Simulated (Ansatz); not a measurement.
## Energy profile

The step: GeSiH₅F ([F][GeH2][SiH3]) → SiH₃F ([F][SiH3]) + GeH₂; bonds formed: Si1–F3; bonds broken: Si1–Ge2, Ge2–F3 (atoms numbered as in the saddle structure below).

```csv
atom,x (Å),y (Å),z (Å)
Si1,-0.0010,0.1392,1.1332
Ge2,-0.1818,0.2860,-1.3721
F3,0.5823,-1.0802,-0.1212
H4,-1.1354,-0.5985,-2.2280
H5,1.0287,0.4683,-2.3341
H6,-1.3572,-0.3777,1.4219
H7,0.0462,1.5972,1.4474
H8,1.0183,-0.4341,2.0528
```

Electronic energies by CCSD(T) at an estimated basis limit (MP2 extrapolated from triple and quadruple zeta, plus CCSD(T) − MP2 in triple zeta), on PBE0-D4/def2-TZVP structures; GeSiH₅F, closed shell; no counterpoise correction. Computed with Ansatz 0.2.0 (basis: def2-TZVPP and def2-QZVPP); correlated methods freeze the cores. Filled d shells of the heavier atoms are correlated. The def2 sets are not built for correlating such inner shells, so the correlated values are less sure here. Extrapolation: Hartree–Fock as exp(−7.88 √X), correlation as X^−2.97.

(1) Give the profile in kJ/mol, counted from the start structure. (To be estimated.)

The T1 diagnostic stays at or below 0.014. The restricted Hartree–Fock reference is unstable towards an unrestricted one at one or more of these structures.

Answers

(1) Computed:
| point | kJ/mol |
| --- | --- |
| start structure | 0.0 |
| saddle | 142.0 |
| end structure | 81.3 |
| separated: SiH₃F (linked as [F][SiH3]; Si1, F3, H6, H7, H8; singlet) + GeH₂ (Ge2, H4, H5; singlet) | 105.4 |

Losses and insertions of silylenes and their heavier kin drive the gas-phase chemistry of silicon and germanium vapour deposition.

For scale, one of the runs: CCSD(T)/def2-TZVPP, 191 basis functions (an equivalent command: `ansatz run in.yaml --threads 4`). Hardware: 4 CPU threads, shared host. Wall time 41 s; peak host memory 2 GiB.
